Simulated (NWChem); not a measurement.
Species: Si$_{2}$NH$_{5}$F$_{2}$; SMILES F[SiH](F)N[SiH3]

```xyz
10

Si    -0.0824    -2.1023    -0.2520
N     -0.6232    -0.6182     0.5107
Si     0.0116     0.9527     0.3277
F      1.5840     0.9848     0.6892
F     -0.0429     1.4291    -1.2132
H      0.3507    -3.1046     0.7678
H      1.0668    -1.7399    -1.1274
H     -1.1727    -2.7141    -1.0699
H     -1.4163    -0.6898     1.1427
H     -0.7161     1.9197     1.1715
```
Atoms are numbered in this order, from 1.

Computed with NWChem. All runs use the structure optimised with PBE0/def2-SVP. B3LYP is NWChem's, with the RPA form of VWN correlation. Atomic charges in e: unrestrained fits to the electrostatic potential beside Mulliken populations; buried atoms are poorly determined by the fit.

### Question
Predict the results for B3LYP/def2-SVP. Quantities: ESP Si1; Mulliken Si1; ESP N2; Mulliken N2; ESP Si3; Mulliken Si3; ESP F4; Mulliken F4; ESP F5; Mulliken F5; relative RMS misfit of the potential (%).

### Answer
```
Item                                      Value
----------------------------------------  -----
ESP Si1                                    0.63
Mulliken Si1                               0.52
ESP N2                                    -0.71
Mulliken N2                               -0.53
ESP Si3                                    1.01
Mulliken Si3                               0.94
ESP F4                                    -0.34
Mulliken F4                               -0.33
ESP F5                                    -0.34
Mulliken F5                               -0.33
relative RMS misfit of the potential (%)     28
```
